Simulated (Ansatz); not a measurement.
Saddle point of AlBHCl$_{5}$, closed shell (BCl₃ ([Cl][B]([Cl])[Cl]) + AlHCl₂ ([Cl][AlH][Cl]) → AlCl₃ ([Cl][Al]([Cl])[Cl]) + BHCl₂ ([Cl][BH][Cl]) (still joined by a long Al–H, B–Cl bond); bonds formed: H2–B5; dative contacts that become bonds: Al1–Cl6; bonds weakened to dative contacts: Al1–H2, B5–Cl6), PBE0-D4/def2-TZVP structure:

```
8
angstrom
Al -0.7644 0.7116 -0.9367
H 0.7250 0.1841 -1.0437
Cl -2.2756 -0.3610 -1.9057
Cl -1.0766 2.7341 -0.5048
B 0.8888 -0.7978 1.0196
Cl -0.8172 -0.3152 1.3725
Cl 2.1513 0.2323 1.5838
Cl 1.1687 -2.3880 0.4151
```

Energies are electronic, without zero-point energy. Barriers and step energies count from the start structure reached by relaxing down the imaginary mode; all methods use the PBE0-D4 structures, on which another method's saddle can fall below an end. Program: Ansatz 0.2.0. Basis: def2-TZVPP, with def2-QZVPP for the basis limit. Cores are frozen in the correlated methods. B3LYP uses VWN-RPA correlation. Extrapolation: Hartree–Fock as exp(−7.88 √X), correlation as X^−2.97.

| method | barrier (eV) | step energy (eV) |
| --- | --- | --- |
| SPW92 | 0.010 | -0.748 |
| PBE-D4 | ? | -0.637 |
| BLYP-D4 | 0.107 | -0.501 |
| r2SCAN-D4 | 0.061 | -0.672 |
| B97M-V | 0.113 | -0.495 |
| PBE0-D4 | 0.057 | -0.663 |
| B3LYP-D4 | 0.108 | -0.530 |
| r2SCAN0-D4 | 0.065 | -0.678 |
| BHLYP-D4 | 0.117 | -0.535 |
| CAM-B3LYP-D4 | 0.116 | -0.533 |
| wB97X-V | 0.094 | -0.576 |
| wB97M-V | 0.084 | -0.571 |
| B2PLYP | 0.114 | -0.541 |
| PBE-QIDH | 0.063 | -0.676 |
| RPA on PBE | ? | -0.563 |
| HF | 0.190 | -0.323 |
| MP2 | ? | -0.661 |
| CCSD | 0.096 | -0.574 |
| CCSD(T) | 0.081 | -0.607 |

(1) Fill in the withheld barriers. (An estimate is asked for; the value comes from the calculation.)

The T1 diagnostic stays at or below 0.011.

Answers

(1) Computed: MP2 0.071; RPA on PBE 0.096; PBE-D4 0.055 eV. Each is the energy of the saddle less that of the start structure, by the same method.

For comparison, the barrier by CCSD(T) at an estimated basis limit (MP2 extrapolated from triple and quadruple zeta, plus CCSD(T) − MP2 in triple zeta) is 0.091 eV.

Ligand swaps between two centres remove the fluorinated layer in thermal atomic layer etching, and scramble precursors in the gas phase.

Labels in which every atom is bracketed show which atoms are joined, not bond orders.

For scale, one of the runs: CCSD(T)/def2-TZVPP, 297 basis functions, launched by `ansatz run in.yaml --threads 4 --pin off --events-out ev --progress --plain --max-ram 46080MiB --backend cuda --devices 0, --max-vram 37GiB`. Time: 6 s of wall clock on 4 CPU threads of an AMD EPYC 7R13 and a share of one NVIDIA H100; the host was shared. Peak host memory: 0.87 GiB.
